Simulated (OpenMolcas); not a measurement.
# Re4+ in Cs2GeF6

Re4+ with its 6 nearest fluoride ions at 1.892 Å, on the Ge site of Cs2GeF6 (a = 9.021 Å, distance in the model lattice 1.804 Å). The rest of the host is ab initio model potentials to 7.6 Å and point charges beyond; the distance is set by hand and nothing relaxes. Ligand basis ANO-RCC-VDZP.

* Program: OpenMolcas
* Method: SS-CASPT2, IPEA 0.25 Eh, imaginary shift 0.1 Eh (closed shells correlated: 5s 5p and the ligand valence shells)
* Basis: ANO-RCC-VTZP [8s7p5d3f2g1h]
* Scalar Hamiltonian: DKH2, point nucleus
* Active space: 3 electrons in 5 orbitals (5d)
* State averaging: 2S+1 = 4 even, 10 roots; 2S+1 = 2 even, 40 roots
* Spin-orbit coupling: RASSI with atomic mean-field integrals over the reference wave functions

The lowest spin-free states (labels of O, the rotations of Oh), above the lowest:

```json
{"State": "4A2", "Degeneracy": "1", "E (cm-1)": "0"}
{"State": "2T1", "Degeneracy": "3", "E (cm-1)": "10310"}
{"State": "2E", "Degeneracy": "2", "E (cm-1)": "10490"}
{"State": "2T2", "Degeneracy": "3", "E (cm-1)": "17480"}
{"State": "4T2", "Degeneracy": "3", "E (cm-1)": "41490"}
{"State": "4T1", "Degeneracy": "3", "E (cm-1)": "47690"}
{"State": "2A1", "Degeneracy": "1", "E (cm-1)": "48570"}
{"State": "2S+1 = 2", "Degeneracy": "3", "E (cm-1)": "50830"}
{"State": "2S+1 = 2", "Degeneracy": "3", "E (cm-1)": "51000"}
{"State": "2E", "Degeneracy": "2", "E (cm-1)": "51900"}
{"State": "2T1", "Degeneracy": "3", "E (cm-1)": "54760"}
{"State": "2T2", "Degeneracy": "3", "E (cm-1)": "58020"}
{"State": "2A2", "Degeneracy": "1", "E (cm-1)": "58440"}
{"State": "2E", "Degeneracy": "2", "E (cm-1)": "67780"}
{"State": "4T1", "Degeneracy": "3", "E (cm-1)": "84630"}
{"State": "2S+1 = 2", "Degeneracy": "3", "E (cm-1)": "91680"}
{"State": "2S+1 = 2", "Degeneracy": "3", "E (cm-1)": "93430"}
{"State": "2T1", "Degeneracy": "3", "E (cm-1)": "95500"}
{"State": "2T2", "Degeneracy": "3", "E (cm-1)": "107310"}
{"State": "2E", "Degeneracy": "2", "E (cm-1)": "137290"}
```

The lowest levels with spin-orbit coupling:

| E (cm-1) | Degeneracy | Label | 2S+1 | g |
| --- | --- | --- | --- | --- |
| 0 | 4 | Γ8 | 4 |  |
| 9550 | 4 | Γ8 | 2 |  |
| 10790 | 4 | Γ8 | 2 |  |
| 11250 | 2 |  | 2 | 0.32 0.32 0.32 |
| 18930 | 2 |  | 2 | 1.90 1.90 1.90 |
| 20130 | 4 | Γ8 | 2 |  |
| 41060 | 2 |  | 4 | 2.59 2.59 2.59 |
| 41620 | 4 | Γ8 | 4 |  |
| 42300 | 4 | Γ8 | 4 |  |
| 43120 | 2 |  | 4 | 2.35 2.35 2.35 |
| 46540 | 2 |  | 4 (60 %) | 2.78 2.78 2.78 |
| 48210 | 4 | Γ8 | 4 (70 %) |  |
| 48810 | 2 |  | 4 (72 %) | 1.43 1.43 1.43 |
| 49820 | 4 | Γ8 | 4 |  |
| 50250 | 2 |  | 2 (79 %) | 1.00 1.00 1.00 |
| 51310 | 4 | Γ8 | 2 (74 %) |  |
| 51940 | 2 |  | 2 (74 %) | 0.17 0.17 0.17 |
| 52220 | 2 |  | 2 (77 %) | 0.65 0.65 0.65 |
| 53400 | 4 | Γ8 | 2 |  |
| 54700 | 4 | Γ8 | 2 |  |

Powder χT (cm3 K/mol): 1.43 at 2 K, 1.43 at 10 K, 1.43 at 50 K, 1.43 at 100 K, 1.44 at 200 K, 1.44 at 300 K. The effective moment at 300 K is 2.828 √(χT) = 3.39 μB.

The lowest level has 2S+1 = 4, for which the spin-only value is χT = S(S+1) / 2 = 1.875 cm3 K/mol (g = 2). The computed 1.439 at 300 K differs by -0.436, through orbital momentum, spin-orbit coupling and any other state in reach.

Roots that are degenerate in the reference are averaged as groups; the widest CASPT2 spread within a group is 440 cm-1 (the 3-fold group of multiplicity 2 near 107000 cm-1 above the lowest state of its run). Shifts and gaps below about the spread of the groups concerned are not significant. Over all roots computed the reference weight is 0.71 to 0.72; a low but even weight reflects the number of correlated electrons. The least metal-like active orbital is 75 % on the metal (Löwdin) and no ligand orbital is active, so the numbers are rough. Ligand-to-metal charge-transfer states are missing. With no ligand orbital active B as a rule stays too high, so bands that hang on it stand too high and its fall with covalency is understated. With one d shell and no ligand orbital active, 10Dq can be off by a tenth or more. No measured value stands beside these numbers; the geometry was set by hand and not optimised.

The CASPT2 steps took 5.5 min on 1 thread of Arm Neoverse V2, with other jobs on the host; the integral step is not counted.

A state without a sure symmetry label is named by its multiplicity alone.
